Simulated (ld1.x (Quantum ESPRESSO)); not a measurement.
**nitrogen (N): variants of one ultrasoft potential**

Base potential:

```json
{"Element": "N (Z = 7)", "Generator": "ld1.x (Quantum ESPRESSO) 7.5", "Type": "ultrasoft", "Functional": "PBE", "Relativity": "scalar-relativistic", "Frozen core": "[He]", "Valence charge": "5", "Reference configuration": "2s2 2p3", "Partial waves": "2s (bound): rcut 0.65, rcutus 0.90 bohr; 2s channel at -1 Ry: rcut 0.65, rcutus 0.90 bohr; 2p (bound): rcut 1.75, rcutus 2.15 bohr; 2p channel at 1.1 Ry: rcut 1.75, rcutus 2.15 bohr; 3d channel at 0.3 Ry: rcut 1.90, rcutus 2.10 bohr; 3d channel at 1.2 Ry: rcut 1.90, rcutus 2.10 bohr", "Local potential": "all-electron potential smoothed inside 1.60 bohr (lloc = -1)", "Core correction": "a·sin(br)/r model core, default radius (core density twice the valence density)", "Augmentation charge": "PSQ, radius 0.75 bohr"}
```

All-electron outer shells of the reference configuration (PBE, scalar-relativistic, ld1.x):

```
shell  level (eV)  outermost node (bohr)  outermost maximum (bohr)
   1s     -384.72                      –                      0.15
   2s      -18.58                   0.32                      1.02
   2p       -7.09                      –                      0.98
```

Cutoffs, loose and tight: the cutoffs (Ry, on a coarse ladder) from which the occupation-weighted sum of valence levels, in a spherical-Bessel basis at the reference potential, stays within 10 and 1 mRy of its value at 400 Ry. They do not see the model core or the augmentation charge, which bear on the density cutoff. Test errors are all-electron minus pseudo excitation energies from the reference, over the configurations 2s2 2p2; 2s2 2p1; 2s2 2p0; 2s2 2p3.3; 2s2 2p2.5; 2s1 2p3; 2s0 2p5. A dash means not determined; rows that change the core or the reference have their own tests.

Cutoffs are not given where the Bessel-basis levels miss the radial ones by over 6 mRy, ghosts where they miss by over 20 mRy; a channel whose overlap is not positive is not tested.

```csv
change,outcome,"cutoff, loose","cutoff, tight",bound ghosts,largest test error (meV)
base,generated,35 Ry,50 Ry,none,test run stopped at test 1 of 7 (negative rho)
"non-relativistic; removed wave 3d channel at 1.2 Ry: rcut 1.90, rcutus 2.10 bohr",generated,35 Ry,50 Ry,none,test run stopped at test 1 of 7 (negative rho)
"all radii but the core radius scaled by about 1.19 (s 1.08, p 2.56, d 2.50 bohr, rcut 0.78/2.08/2.26); local potential all-electron potential smoothed inside 1.90 bohr (lloc = -1); augmentation PSQ, radius 0.90 bohr",generated,12 Ry,18 Ry,none,-72
"waves 3d channel at 0.3 Ry: rcut 1.90, rcutus 2.96 bohr; 3d channel at 1.2 Ry: rcut 1.90, rcutus 2.96 bohr",generated,35 Ry,50 Ry,none,test run stopped at test 1 of 7 (negative rho)
"wave 3d channel at 1.2 Ry: rcut 1.90, rcutus 2.10 bohr becomes 3d channel at 2.23 Ry: rcut 1.90, rcutus 2.10 bohr",generated,35 Ry,50 Ry,none,test run stopped at test 1 of 7 (negative rho)
"waves 2p (bound): rcut 1.40, rcutus 1.48 bohr; 2p channel at 1.1 Ry: rcut 1.40, rcutus 1.48 bohr",generated,35 Ry,55 Ry,none,+41
type TM; waves now 2p (bound): rc 2.15 bohr; 3d channel at 0.3 Ry: rc 2.10 bohr; 2s (bound): rc 0.90 bohr; local potential the s channel,generated,55 Ry,140 Ry,none,+2005
```

Task: What comes out with this change to the base: local potential all-electron potential smoothed inside 2.16 bohr (lloc = -1)?

Result: outcome: generated, overlap not positive; bound ghosts: not determined (overlap not positive); largest test error (meV): test run stopped at test 1 of 7 (negative rho). A file whose overlap is not positive is unfit for use, and its test errors describe a broken file.
